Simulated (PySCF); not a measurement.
## Sn(2+): ionisation energy

Sn(2+) [Kr] 4d10 5s2 (1S) → Sn(3+) [Kr] 4d10 5s1 (2S), as a difference of total energies. Computed with PySCF 2.14 in aug-cc-pVQZ-PP with one added diffuse shell each of s, p, d, f, g type with ECP28MDF (8s8p6d4f3g, 117 functions), with scalar relativity through the core potential. Correlated levels: valence: 4s2 4p6 4d10 frozen. The calculations carry no spin-orbit coupling.

| method | ionisation energy (eV) |
| --- | --- |
| UHF | 28.535 |
| LDA | 31.279 |
| PBE | 30.791 |
| PBE0 | 30.421 |
| r2SCAN | 30.459 |
| CAM-B3LYP | 30.749 |
| wB97M-V | 30.461 |
| M06 | 30.781 |
| MP2 (valence) | 29.245 |
| SCS-MP2 (valence) | 29.387 |

How much does correlation contribute at MP2 (valence)?

29.245 − (28.535) = 0.710 eV, measured against UHF.

Errors of the correlated levels include the incompleteness of this basis and the frozen core.

MP2 underrates the near-degeneracy of ns² with np² in the lower species.

For comparison: 30.506 eV (measured; NIST Atomic Spectra Database, ionization energies).
